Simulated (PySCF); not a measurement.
How methods differ on the excitation energy of Cd(2+)

Cd(2+) [Kr] 4d10 (1S) → Cd(2+) [Kr] 4d9 5p1 (high-spin determinant), as a difference of total energies. All numbers are calculated (PySCF 2.14, the spin-free X2C one-electron Hamiltonian (Gaussian nucleus), in ANO-RCC-VTZP). Correlated levels: valence: [Kr] frozen; valence and next inner shell: [Ar] 3d10 frozen. The calculations carry no spin-orbit coupling.

| method | excitation energy (eV) |
| --- | --- |
| UHF | 16.340 |
| LDA | 16.809 |
| PBE | 16.593 |
| PBE0 | 16.767 |
| r2SCAN | 16.734 |
| PBEsol | 16.678 |
| M06 | 17.240 |
| TPSSh | 16.713 |
| MP2 (valence) | 17.298 |
| SCS-MP2 (valence) | 17.273 |
| MP2 (valence and next inner shell) | 17.182 |
| SCS-MP2 (valence and next inner shell) | 17.116 |

Task: How much does correlation contribute at MP2 (valence and next inner shell)?

Result: 17.182 − (16.340) = 0.842 eV, measured against UHF.

A first-order spin-orbit estimate (lowest level to lowest level, LS coupling) adds -0.158 eV.

The basis was made for the ground configuration and has no added diffuse functions, so the excitation energy can come out too high.

The determinant of the upper state mixes LS terms, which raises its energy above the lowest term, most at the Hartree-Fock and MP2 levels.
